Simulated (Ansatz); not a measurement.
Wavefunction ladder for CH8B2OSi, SMILES `BC(B)O[SiH3]`

```xyz
13

B     0.690    0.525    1.372
C    -0.416    0.162    0.355
B    -1.744   -0.048    1.131
O    -0.143   -0.825   -0.620
Si    0.918   -0.569   -1.849
H     0.534    1.472    2.082
H     1.671   -0.150    1.468
H    -0.699    1.146   -0.103
H    -2.397   -1.027    0.938
H    -2.106    0.795    1.896
H     1.015   -1.842   -2.598
H     2.254   -0.160   -1.333
H     0.425    0.521   -2.739
```

Charge 0, multiplicity 1. All single points use the PBE0-D4/def2-TZVP geometry. It is one conformer, not always the lowest. Frozen core, restricted reference, Ansatz. CBS rows extrapolate triple and quadruple zeta; past MP2 they add the triple-zeta difference.

```
     basis     HF (Eh)  MP2 corr.  CCSD corr.       (T)  CCSD(T) total
def2-TZVPP           ?   -0.73218           ?  -0.02859              ?
def2-QZVPP           ?   -0.78411           –         –              –
 CBS(def2)  -455.76959   -0.82259           ?     as TZ              ?
```

(1) Fill in the withheld values. (Best estimate.)

Answers

(1) The calculation gave: def2-TZVPP HF (Eh): -455.74964; def2-TZVPP CCSD corr.: -0.79059; def2-TZVPP CCSD(T) total: -456.56882; def2-QZVPP HF (Eh): -455.76718; CBS(def2) CCSD corr.: -0.88100; CBS(def2) CCSD(T) total: -456.67918.
